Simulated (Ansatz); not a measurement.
```tsv
atom	x (Å)	y (Å)	z (Å)
Rh	0.0000	0.0000	0.0000
H	0.0000	1.5135	0.7058
H	0.0000	-1.5135	0.7058
```

Basis set: def2-TZVPP (spherical functions, with the set's core potentials past Kr). Charge 0, multiplicity 2.

Computed with Ansatz (development build ahead of 0.2.0); each method stands on the lowest determinant of its kind that the runs found. Restricted functionals stand beside restricted open-shell atoms, which can lie above the unrestricted atoms usual in DFT and then raise those values.

The atomization energy at this shape (free ground-state atoms in the same class of orbitals less the molecule, no zero-point energy) of doublet RhH₂:

| method | atomization energy |
| --- | --- |
| ωB97X (restricted open-shell) | 4.99 eV |

What does PBE0 (unrestricted) give?

4.64 eV. Caution: other spin multiplicities were not run. Caution for ωB97X (restricted open-shell): no unrestricted run beside it, a lower state can exist.

The shape needn't be a minimum at these levels.
